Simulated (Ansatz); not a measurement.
Complex (SMILES): N (NH3) with F (HF), atoms 1 to 4 the first; geometry from B3LYP-D3(BJ)/def2-TZVP, monomers rigid:
```xyz
6

N     -0.5698    -0.2403    -0.1194
H     -0.4344     0.5969    -0.6751
H     -0.4917     0.0187     0.8578
H      0.1864    -0.8813    -0.3329
F     -2.9138    -1.3411    -0.6221
H     -2.0588    -0.9396    -0.4388
```

Basis-set convergence of the uncorrected interaction energy at B3LYP with Ansatz (a program for electronic structure). Cartesian d functions, on some or all atoms, in 6-31G*, 6-31G**; all else is spherical. The program fits the integrals of some runs and decomposes those of others, by size. No added dispersion term, no relativity. Functions are those of the species that has most. Reference: the counterpoise-corrected one, the value in aug-pcseg-3, -13.87 kcal/mol. Deviations are taken from unrounded values.

```csv
basis,functions,uncorrected interaction energy (kcal/mol),minus reference (kcal/mol)
STO-3G,14,-13.35,0.52
3-21G,26,-21.35,-7.48
6-31G,26,-19.46,-5.59
pcseg-0,26,-21.19,-7.32
6-31G*,38,-15.59,-1.72
pcseg-1,48,-16.58,-2.71
6-31G**,50,-15.45,-1.58
6-311G**,60,-16.69,-2.82
def2-SVPD,75,-15.32,-1.45
def2-TZVPD,113,-14.01,-0.14
pcseg-2,116,-14.34,-0.47
def2-TZVPPD,145,-13.98,-0.11
pcseg-3,252,-13.91,-0.04
def2-QZVPPD,261,-13.90,-0.03
pcseg-4,446,-13.89,-0.02
```

The smallest set listed that lies within 0.2 kcal/mol of the reference with all its larger relatives (same family, alike in diffuse functions; a set with none counts only in the reference's own line) is def2-TZVPD (113 functions, -0.14 kcal/mol off).
